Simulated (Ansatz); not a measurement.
Input for Ansatz (a program for electronic structure): R-PBE0/def2-TZVPP on CH7BN2 (SMILES CB(N)N), a point of a torsion scan.

Ansatz 0.2 input:
```yaml
crystal:
  periodic: [false, false, false]
  atoms:
    - {symbol: C, position_ang: [-1.19116217, -0.75460373, 0.04536384]}
    - {symbol: B, position_ang: [-0.14632357, 0.34930620, -0.43401773]}
    - {symbol: N, position_ang: [0.51203829, 1.16660124, 0.49898853]}
    - {symbol: N, position_ang: [0.12178011, 0.50973359, -1.80399754]}
    - {symbol: H, position_ang: [-1.30791535, -0.77676078, 1.12575031]}
    - {symbol: H, position_ang: [-0.88449729, -1.75004494, -0.26920688]}
    - {symbol: H, position_ang: [-2.17510818, -0.57874695, -0.38465234]}
    - {symbol: H, position_ang: [1.17734427, 1.87516253, 0.24500424]}
    - {symbol: H, position_ang: [0.36353284, 1.10140719, 1.48870365]}
    - {symbol: H, position_ang: [-0.31652276, -0.04377235, -2.51631078]}
    - {symbol: H, position_ang: [0.76853677, 1.18552560, -2.16965524]}
basis:
  gaussian:
    orbitals: def2-TZVPP
hamiltonian:
  xc: {name: PBE0}
scf: {lower_state_search: off}
```

Output:

```
WARN ansatz: RAYON_NUM_THREADS=1 ignored (pool sized by the plan → 1); use --threads N
Functional definition: PBE0
these checks for a lower state are left out or cut short: stability, starts, cluster_reference, orbital_swaps, neighbouring_geometries, increment
integrals: 0.11 GiB planned
1072 factors; their error is unknown
mean field: 1.09 GiB planned
mean field evaluation 1: about -4792.4008 eV, gradient 8.4e1 eV
mean field evaluation 2: about -4783.8789 eV, gradient 1.0e2 eV
mean field evaluation 4: about -4806.3572 eV, gradient 4.3e0 eV
mean field evaluation 8: about -4806.3928 eV, gradient 2.3e-2 eV
mean field evaluation 16: about -4806.3975 eV, gradient 1.5e-5 eV
mean field -4806.39754999 eV, -176.6318520689 hartree, gradient 2.3e-6 eV, S^2 0.000000; 0 other end points of the search recorded, 0 dependent functions left out
reference -4806.39758007 eV, -176.6318531743 hartree; 16, 16 occupied and 206, 206 virtual orbitals, 1072 factors
Total energy: -4806.39758007 eV, -176.6318531743 hartree
Checks for a lower state left out: stability, starts, cluster_reference, orbital_swaps, neighbouring_geometries, increment
```

The calculation finished and met its thresholds.

Cost: very roughly 1.8 core-seconds.
